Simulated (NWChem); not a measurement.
# MgNH$_{2}$Cl; SMILES [Mg]([NH2])[Cl]

```xyz
5

Mg     0.0000     0.0000    -0.5110
Cl     0.0000     0.0000     1.6979
N      0.0000     0.0000    -2.3930
H      0.0000     0.8195    -2.9903
H      0.0000    -0.8195    -2.9903
```
Atoms are numbered in this order, from 1.

The geometry was optimised at B3LYP/6-31G* (spherical d).

Symmetry labels are those of C2v in the frame above (b1 and b2, or b-type labels, depend on it).

Task: List the 4 lowest vertical singlet excitations from BHandHLYP/aug-cc-pVDZ, TDA (NWChem).

Result: 
```json
[
 {"state": "S1", "energy (eV)": "4.36", "oscillator strength": "0.056", "symmetry": "b1", "leading excitation (squared amplitude)": "HOMO → LUMO (0.94)"},
 {"state": "S2", "energy (eV)": "5.68", "oscillator strength": "0.000", "symmetry": "a2", "leading excitation (squared amplitude)": "HOMO → LUMO+1 (0.68)"},
 {"state": "S3", "energy (eV)": "6.16", "oscillator strength": "0.023", "symmetry": "b1", "leading excitation (squared amplitude)": "HOMO → LUMO+3 (0.59)"},
 {"state": "S4", "energy (eV)": "6.39", "oscillator strength": "0.054", "symmetry": "b1", "leading excitation (squared amplitude)": "HOMO−1 → LUMO (0.90)"}
]
```
